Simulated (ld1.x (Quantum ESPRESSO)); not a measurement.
# neon (Ne): TM pseudisation with LDA (PZ), scalar-relativistic reference atom.

```
Element                 : neon (Ne)
Generator               : ld1.x (Quantum ESPRESSO) 7.5
Type                    : norm-conserving Troullier–Martins (Kleinman–Bylander form)
Functional              : LDA (PZ)
Relativity              : scalar-relativistic
Frozen core             : [He]
Valence charge          : 8
Reference configuration : 2s2 2p4 (charge +2)
Partial waves           : 2s (bound): rc 0.30 bohr; 2p (bound): rc 1.20 bohr; 3d channel at 0.15 Ry: rc 1.30 bohr
Local potential         : all-electron potential smoothed inside 1.25 bohr (lloc = -1)
Core correction         : none
```

Poles of the logarithmic derivatives, all-electron (AE) and pseudo (PS). s: poles at -4.6 (AE) and -4.6, -3.1 (PS) Ry. p: poles at -3.0 (AE) and -3.0 (PS) Ry. d: poles at no energy (AE) and no energy (PS) Ry. Test radius 1.41 bohr.

- Configuration tests: 3 of 8 tests not solved or not reliable

A Bessel basis up to 400 Ry misses an occupied level by 0.13 Ry, so cutoffs and ghosts were not judged.
